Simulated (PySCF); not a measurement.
# Dipole response of Pd²⁺ (palladium, charge +2)

[Kr] 4d8, high-spin 3F determinant. All numbers are calculated (PySCF 2.14, scalar relativity through the core potential, in def2-TZVPPD with the def2 core potential (28 electrons) (6s4p3d2f1g, 56 functions)). Coupled (time-dependent) response in atomic units; α is the mean over directions.

```
 method  mean α (bohr³)  C₆ (like pair)  S(−4)
    UHF           4.984           23.87  6.636
    PBE           5.666           26.91  10.77
   PBE0           5.426           25.92  9.079
   BLYP           5.727           26.98  11.47
r2SCANh           5.394           26.16  8.582
```

S(−4) is the Cauchy moment in α(ω) = α(0) + S(−4) ω² + …

Spin-orbit coupling is absent.

α(iu) at UHF:

```tsv
u (hartree)	α(iu) (bohr³)
0	4.984
0.0500	4.968
0.100	4.920
0.200	4.744
0.300	4.499
0.500	3.961
0.750	3.375
1.00	2.913
1.50	2.221
2.00	1.718
3.00	1.067
5.00	0.4907
```

For an ion, C₆ is the dispersion term alone; charge-induced terms of lower order in 1/R come first.

Energies and moments cover only the electrons outside the core potential.
